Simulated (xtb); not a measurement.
benzenedithiol (C$_{6}$H$_{6}$S$_{2}$), singlet, at a GFN2-xTB geometry; GFN0-xTB (xtb 6.7.1).

xtb was given this input:
```
$ xtb mol.xyz --gfn 0 --grad --json

# file mol.xyz
14

S     -3.14116872    -0.26264692    -0.09295716
C     -1.38195401    -0.09892678    -0.04553054
C     -0.75085903     1.10020482    -0.34640723
C      0.62724100     1.18826431    -0.29805128
C      1.38309751     0.07775779     0.05149196
S      3.14783621     0.13921546     0.12771684
C      0.75043301    -1.12379036     0.35295925
C     -0.62427860    -1.21163333     0.30472219
H     -3.39163766     0.99403030    -0.45651050
H     -1.33037006     1.97029991    -0.61960607
H      1.10908733     2.12617929    -0.53400830
H      3.26128319     1.41914662    -0.22306711
H      1.34218743    -1.98436192     0.62415105
H     -1.11930943    -2.14164960     0.53777994
```

Output, abridged:

```
   ID    Z sym.   atoms
    1   16 S      1, 6
    2    6 C      2-5, 7, 8
    3    1 H      9-14

           -------------------------------------------------
          |                Calculation Setup                |
           -------------------------------------------------

           -------------------------------------------------
          |                 G F N 0 - x T B                 |
           -------------------------------------------------

          ...................................................
          :                      SETUP                      :
          :.................................................:
          :  # basis functions                  56          :
          :  # atomic orbitals                  54          :
          :  # shells                           30          :
          :  # electrons                        42          :
          :  electronic temp.          300.0000000     K    :
          :  accuracy                    1.0000000          :
          :  -> integral cutoff          0.2500000E+02      :
          :  -> integral neglect         0.1000000E-07      :
          ...................................................

         :::::::::::::::::::::::::::::::::::::::::::::::::::::
         ::                     SUMMARY                     ::
         :::::::::::::::::::::::::::::::::::::::::::::::::::::
         :: total energy             -22.459401527047 Eh    ::
         :: gradient norm              0.020133752462 Eh/a0 ::
         :: HOMO-LUMO gap              3.170454418684 eV    ::
         ::.................................................::
         :: H0 energy                -22.761085696512 Eh    ::
         :: repulsion energy           0.319363868333 Eh    ::
         :: electrostat energy        -0.011546997400 Eh    ::
         :: -> Gsolv                   0.000000000000 Eh    ::
         ::    -> Gsasa                0.000000000000 Eh    ::
         ::    -> Gshift               0.000000000000 Eh    ::
         :: dispersion energy         -0.006132701467 Eh    ::
         :: short-range corr.          0.000000000000 Eh    ::
         :: add. restraining           0.000000000000 Eh    ::
         :: total charge               0.000000000000 e     ::
         :::::::::::::::::::::::::::::::::::::::::::::::::::::

           -------------------------------------------------
          |                Property Printout                |
           -------------------------------------------------

    * Orbital Energies and Occupations

         #    Occupation            Energy/Eh            Energy/eV
      -------------------------------------------------------------
         1        2.0000           -0.7465151             -20.3137
       ...           ...                  ...                  ...
         9        2.0000           -0.5467881             -14.8789
        10        2.0000           -0.5354064             -14.5691
        11        2.0000           -0.5268957             -14.3376
        12        2.0000           -0.5181100             -14.0985
        13        2.0000           -0.5051036             -13.7446
        14        2.0000           -0.4965553             -13.5120
        15        2.0000           -0.4875906             -13.2680
        16        2.0000           -0.4688009             -12.7567
        17        2.0000           -0.4612594             -12.5515
        18        2.0000           -0.4539989             -12.3539
        19        2.0000           -0.4378472             -11.9144
        20        2.0000           -0.4132363             -11.2447
        21        2.0000           -0.3836724             -10.4403 (HOMO)
        22                         -0.2671603              -7.2698 (LUMO)
        23                         -0.2629318              -7.1547
        24                         -0.2183409              -5.9414
        25                         -0.2143272              -5.8321
        26                         -0.1517629              -4.1297
        27                         -0.1450740              -3.9477
        28                         -0.1335359              -3.6337
        29                         -0.1194250              -3.2497
        30                         -0.1166485              -3.1742
        31                         -0.1005982              -2.7374
        32                         -0.0944356              -2.5697
       ...                                ...                  ...
        54                          0.8108213              22.0636
      -------------------------------------------------------------
                  HL-Gap            0.1165121 Eh            3.1705 eV
             Fermi-level            0.0000000 Eh            0.0000 eV

     #   Z          covCN         q      C6AA      α(0)
     1  16 S        1.982    -0.066   141.215    20.036
     2   6 C        2.967     0.032    28.756     8.768
     3   6 C        2.953    -0.115    32.550     9.328
     4   6 C        2.953    -0.115    32.550     9.328
     5   6 C        2.967     0.032    28.756     8.768
     6  16 S        1.982    -0.066   141.215    20.036
     7   6 C        2.971    -0.108    32.371     9.303
     8   6 C        2.971    -0.108    32.371     9.303
     9   1 H        0.923     0.062     2.177     2.308
    10   1 H        0.926     0.094     1.841     2.122
    11   1 H        0.926     0.094     1.841     2.122
    12   1 H        0.923     0.062     2.177     2.308
    13   1 H        0.926     0.102     1.769     2.080
    14   1 H        0.926     0.102     1.769     2.080

 Mol. C6AA /au·bohr⁶  :       4299.386599
 Mol. C8AA /au·bohr⁸  :     140867.603662
 Mol. α(0) /au        :        107.890370

Wiberg/Mayer (AO) data.
largest (>0.10) Wiberg bond orders for each atom

 ---------------------------------------------------------------------------
     #   Z sym  total        # sym  WBO       # sym  WBO       # sym  WBO
 ---------------------------------------------------------------------------
     1  16 S    2.197 --     2 C    1.074     9 H    0.962
     2   6 C    3.960 --     3 C    1.378     8 C    1.367     1 S    1.074
     3   6 C    3.986 --     4 C    1.454     2 C    1.378    10 H    0.968
                             7 C    0.101
     4   6 C    3.986 --     3 C    1.454     5 C    1.378    11 H    0.968
                             8 C    0.101
     5   6 C    3.960 --     4 C    1.378     7 C    1.367     6 S    1.074
     6  16 S    2.197 --     5 C    1.074    12 H    0.962
     7   6 C    3.987 --     8 C    1.470     5 C    1.367    13 H    0.969
                             3 C    0.101
     8   6 C    3.987 --     7 C    1.470     2 C    1.367    14 H    0.969
                             4 C    0.101
     9   1 H    0.972 --     1 S    0.962
    10   1 H    0.980 --     3 C    0.968
    11   1 H    0.980 --     4 C    0.968
    12   1 H    0.972 --     6 S    0.962
    13   1 H    0.978 --     7 C    0.969
    14   1 H    0.978 --     8 C    0.969
 ---------------------------------------------------------------------------

Topologies differ in total number of bonds
Writing topology from bond orders to xtbtopo.mol

 dipole moment from electron density (au)
     X       Y       Z
  -0.0507   0.9388  -0.2644  total (Debye):    2.482

           -------------------------------------------------
          | TOTAL ENERGY              -22.459401527047 Eh   |
          | GRADIENT NORM               0.020133752462 Eh/α |
          | HOMO-LUMO GAP               3.170454418684 eV   |
           -------------------------------------------------

normal termination of xtb
```
